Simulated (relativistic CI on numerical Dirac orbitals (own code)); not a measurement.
Ni⁴⁺ in a cubic cluster: 1s photoemission with charge transfer

Computed with a charge-transfer multiplet model of a cubic metal-ligand cluster with up to 3 ligand holes, Slater and spin-orbit integrals from Dirac-Coulomb-Breit ions, Slater integrals scaled by 0.8. The ground state mixes d6 with configurations of k ligand holes L, whose averages lie at kΔ + k(k − 1)U_dd/2; a core hole lowers each added d electron by U_cd. 300 K, Lorentzian 1.1 eV and Gaussian 0.6 eV FWHM.

Atomic integrals in eV (Slater integrals scaled, ζ unscaled), ground: F2dd 11.354, F4dd 7.124, zeta_d 0.099; with the core hole: F2dd 12.615, F4dd 7.944, zeta_d 0.134, G2cd 0.078.

Cluster parameters (eV): Δ = 1.4, U_cd = 8.8, 10Dq = 0.65, 10Dq(ligand) = 0.4, V(eg) = 2.1, V(t2g) = -1.08, final-state hopping factor = 1.

Weights, n_d and S are thermal averages at 300 K. Binding energies count from the first peak over 30 % of the highest in each spectrum, which can be another peak from case to case. The parameters are a model scan and need not match a compound or its usual spin state. Peaks in eV (height, largest 100): 0.0 (100), 6.7 (43), 8.7 (21), 11.7 (29).

(1) Which parameters give this spectrum?
A. U_dd = 7.8 eV
B. U_dd = 5.7 eV
C. U_dd = 8.5 eV
D. U_dd = 6.4 eV
E. U_dd = 7.1 eV

Results:

(1) A. U_dd = 7.8 eV; the ground state then has 6.35 d electrons and S = 2.00. The choice follows from running the model for each set and comparing peak positions and heights.
